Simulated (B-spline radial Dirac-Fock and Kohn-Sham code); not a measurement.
**Successive ionisation energies of osmium: Dirac-Fock against NIST**

Calculated with a radial B-spline solver, using Dirac-Fock ΔSCF + Breit + QED. Each value is the difference of the configuration-average energies of two neighbouring ions in their tabulated ground configurations. The model has no electron correlation. NIST's values refer to the lowest levels; many for high charge states are themselves semi-empirical or theoretical. Where a p, d or f shell is open in either ion the computed value averages over both j values and all terms, while the table refers to the lowest levels; that difference holds spin-orbit splitting (largest in heavy or highly charged ions), term energies where several electrons share open shells, and correlation, and it can reach 10 % or more.

| ion | configuration | computed (eV) | NIST (eV) | kind | NIST − computed (eV) |
| --- | --- | --- | --- | --- | --- |
| Os³⁷⁺ | [Kr] 4d3 | 1648.4 | 1660 ± 4 | theoretical | +11.62 |
| Os³⁸⁺ | [Kr] 4d2 | 1705.0 | 1720 ± 4 | theoretical | +14.95 |
| Os³⁹⁺ | [Kr] 4d1 | 1762.3 | 1776 ± 4 | theoretical | +13.66 |
| Os⁴⁰⁺ | [Ar] 3d10 4s2 4p6 | 2032.4 | 1996 ± 4 | theoretical | -36.40 |
| Os⁴¹⁺ | [Ar] 3d10 4s2 4p5 | 2089.8 | 2052 ± 4 | theoretical | -37.75 |
| Os⁴²⁺ | [Ar] 3d10 4s2 4p4 | 2147.6 | 2112 ± 4 | theoretical | -35.58 |
| Os⁴³⁺ | [Ar] 3d10 4s2 4p3 | 2205.9 | 2168 ± 4 | theoretical | -37.87 |
| Os⁴⁴⁺ | [Ar] 3d10 4s2 4p2 | 2264.6 | 2336 ± 4 | theoretical | +71.37 |
| Os⁴⁵⁺ | [Ar] 3d10 4s2 4p1 | 2323.9 | 2400 ± 4 | theoretical | +76.14 |
| Os⁴⁶⁺ | [Ar] 3d10 4s2 | 2552.1 | 2552 ± 4 | theoretical | -0.07 |

Task: Where in this range is the largest relative jump, and why?

Result: From Os³⁹⁺ (1762.3 eV) to Os⁴⁰⁺ (2032.4 eV), a factor of 1.15. The configuration goes from [Kr] 4d1 to [Ar] 3d10 4s2 4p6, so the next electron comes out of a deeper subshell.
